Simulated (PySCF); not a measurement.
**Worked example: entropy of an ideal gas**

Cd(F)(OH) (CdFHO), SMILES [OH][Cd][F].

Geometry optimised at PBE-D3(BJ)/def2-TZVP. The def2 effective core potentials stand for the cores of Cd; spin–orbit coupling is left out. The values are those of a single conformer.

PBE-D3(BJ)/def2-TZVP in PySCF gives the harmonic wavenumbers 137, 143, 513, 615, 846, 3705 cm⁻¹ and the rotational temperatures 29.5362, 0.1739, 0.1729 K. The molar mass is 148.42 g/mol, the symmetry number 1, the spin multiplicity 1.

Question: Work out the entropy at 298.15 K and 1 atm in the rigid-rotor, harmonic-oscillator model.

Answer: 
Translation (Sackur–Tetrode at 1 atm): S = R[1.5 ln M + 2.5 ln T − 1.16487] = 171.1 J/(mol K).
Rotation: q = (√π/σ) T^1.5/√(θA θB θC) = 9680, S = R[ln q + 3/2] = 88.8 J/(mol K).
Vibration: with u = 1.4388 ν/T, each mode gives R[u/(e^u − 1) − ln(1 − e^−u)]:
| ν (cm⁻¹) | modes | u | S (J/(mol K)) |
|---|---|---|---|
| 137 | 1 | 0.66 | 11.90 |
| 143 | 1 | 0.69 | 11.56 |
| 513 | 1 | 2.48 | 2.62 |
| 615 | 1 | 2.97 | 1.78 |
| 846 | 1 | 4.08 | 0.72 |
The stiffer modes add less than 0.005 each. Sum 28.6 J/(mol K).
Spin: R ln 1 = 0.0 J/(mol K).
Total 288.5 J/(mol K); the program's own thermochemistry gives 288.4. Translation makes up 59 % and vibration 10 %. Anharmonicity, hindered rotation and orbital degeneracy are left out.
